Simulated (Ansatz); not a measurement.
Geometry optimisation, RKS PBE-D4/STO-3G (Ansatz 0.2.0).

input.yaml

```yaml
crystal:
  periodic: [false, false, false]
  atoms:
    - { symbol: C, position_ang: [-0.1263, 1.3154, -0.1344] }
    - { symbol: "N", position_ang: [-0.592, -0.0033, -0.4996] }
    - { symbol: Al, position_ang: [0.8883, -1.0629, -1.0568] }
    - { symbol: Si, position_ang: [-0.2797, -1.107, 0.9019] }
    - { symbol: H, position_ang: [-0.0536, 1.9497, -1.0926] }
    - { symbol: H, position_ang: [0.7822, 1.4191, 0.4225] }
    - { symbol: H, position_ang: [-0.9433, 1.8406, 0.4677] }
    - { symbol: H, position_ang: [1.7055, -1.9211, -2.1587] }
    - { symbol: H, position_ang: [-1.4611, -2.0596, 1.0329] }
    - { symbol: H, position_ang: [0.1631, -0.422, 2.1201] }
basis:
  gaussian: { orbitals: STO-3G }
hamiltonian:
  xc: pbe
  dispersion: d4
relax:
  f_tol: 0.015
  max_steps: 40
output:
  orbitals: {}
```

Run as:

```bash
$ ansatz run input.yaml --threads 1 --pin off --max-ram 2048MiB --backend cpu --events-out ev --progress --plain --runs-dir out
```

**Question.** Where does it end, and by what steps?

**Answer.** It converged. Limits of this set-up: minimal basis. After 14 steps the energy has fallen by 1.681 eV; H10 moved furthest, 0.76 Å.

```
step  energy less start (eV)  largest force component (eV/Å)  accepted
   0                  0.0000                           3.763       yes
   1                 -0.9023                           1.851       yes
   2                 -1.1724                           1.265       yes
   3                 -1.3669                           1.151       yes
   4                 -1.5314                           1.065       yes
   5                 -1.6416                           0.743       yes
   6                 -1.6759                           0.218       yes
   7                 -1.6779                           0.236       yes
   8                 -1.6769                           0.172        no
   9                 -1.6802                           0.048       yes
  10                 -1.6801                           0.114        no
  11                 -1.6805                           0.016       yes
  12                 -1.6807                           0.033       yes
  13                 -1.6808                           0.023       yes
  14                 -1.6808                           0.009       yes
```

```xyz
10
Properties=species:S:1:pos:R:3
C -0.160 1.461 -0.198
N 0.125 0.007 -0.247
Al 0.772 -1.386 -1.045
Si -0.203 -1.344 0.925
H 0.201 1.969 -1.120
H 0.335 1.959 0.671
H -1.254 1.673 -0.110
H 1.472 -1.755 -2.331
H -1.632 -1.504 1.225
H 0.428 -1.129 2.234
```

Run time: 29 s on 1 CPU thread of a shared host.
